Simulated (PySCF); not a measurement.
C₂H₉ClOSi₂, SMILES C[SiH2]O[Si@@H](C)Cl.

The structure is a stationary point at ωB97X-D3(BJ)/def2-SVP. The structure was generated by enumeration; whether it is a known compound was not checked. The values are those of a single conformer.

Calculation: PySCF with TDA-PBE0/def2-SVPD.

Vertical excitations. Gas-phase values at a fixed geometry.

| state | energy (eV) | λ (nm) | f | main pairs |
|---|---|---|---|---|
| S1 | 7.53 | 165 | 0.002 | HOMO→LUMO 87 % |
| S2 | 7.81 | 159 | 0.016 | HOMO→LUMO+1 62 %, HOMO→LUMO+2 27 % |
| S3 | 7.90 | 157 | 0.002 | HOMO−1→LUMO 84 % |
| S4 | 7.99 | 155 | 0.067 | HOMO→LUMO+2 52 %, HOMO→LUMO+1 28 % |
| S5 | 8.17 | 152 | 0.004 | HOMO→LUMO+3 44 %, HOMO−2→LUMO 29 % |
| S6 | 8.26 | 150 | 0.017 | HOMO−1→LUMO+1 82 % |
| T1 | 7.19 | 172 | 0 | HOMO→LUMO 75 % |
| T2 | 7.44 | 167 | 0 | HOMO→LUMO+2 44 %, HOMO→LUMO+1 17 %, HOMO−2→LUMO 10 %, HOMO−1→LUMO 8 % |
Triplets are in the Tamm–Dancoff approximation.
